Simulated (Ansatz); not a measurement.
`B1[SiH2]BS1` → 2 B• + 4 H• + S• + Si•  (atomization)

Isolated molecules relaxed with PBE0-D4/def2-TZVP in Ansatz; ΔE leaves out vibrations. CCSD(T)/CBS adds triple-zeta CCSD(T) − MP2 to the extrapolated MP2 energy (def2 sets, frozen cores). This one scheme is used for every species, atoms too. DFT in def2-TZVPP. No spin–orbit coupling; open shells (•) take unrestricted orbitals. Spin–orbit coupling would lower the free atoms: a little for B, S, Si.

```json
{"level": "PBE-D4", "ΔE (kcal/mol)": "650.7"}
{"level": "r2SCAN0", "ΔE (kcal/mol)": "639.1"}
{"level": "HF/def2-TZVPP", "ΔE (kcal/mol)": "483.7"}
{"level": "CCSD/def2-TZVPP", "ΔE (kcal/mol)": "607.1"}
{"level": "HF/def2-QZVPP", "ΔE (kcal/mol)": "484.1"}
{"level": "MP2/def2-QZVPP", "ΔE (kcal/mol)": "637.8"}
{"level": "SCS-MP2/def2-QZVPP", "ΔE (kcal/mol)": "634.6"}
{"level": "MP2/CBS(def2)", "ΔE (kcal/mol)": "644.4"}
```

Q: What does CCSD(T)/CBS give? (An estimate is asked.)

A: The calculation gave: +634.1 kcal/mol. The listed levels differ from it by 16.6, 5.0, -150.4, -27.0, -150.0, 3.7, 0.5, 10.3 kcal/mol.

Largest T1 diagnostic among the species: 0.019.

Leaving LDA and LC-ωPBE aside and taking each functional with its dispersion term where it has one, the values, not all of them listed here, spread over 25.0 kcal/mol, from BHLYP-D4 to B97M-V. LDA lies +79.0 kcal/mol from PBE without D4, its usual overbinding. The D4 term adds +7.8 kcal/mol with B3LYP and +4.0 kcal/mol with PBE0; it sums over pairs of atoms, weighted by their polarisabilities, and B3LYP, whose exchange is more repulsive, gets the larger term. At CCSD(T), def2-SVP lies −32.9 kcal/mol from the extrapolated value and def2-TZVPP −16.0 kcal/mol: correlation converges slowly with the basis, and small sets miss more of it in the bonded molecule than in its fragments.

B3LYP here is the variant with VWN-RPA as its local correlation; programs differ in this.

For atomizations the MP2-based limit and the directly extrapolated one differ by several kJ/mol either way, and by 10 to 25 for some Ge, Se and Sn compounds, so smaller differences from it don't rank the levels.
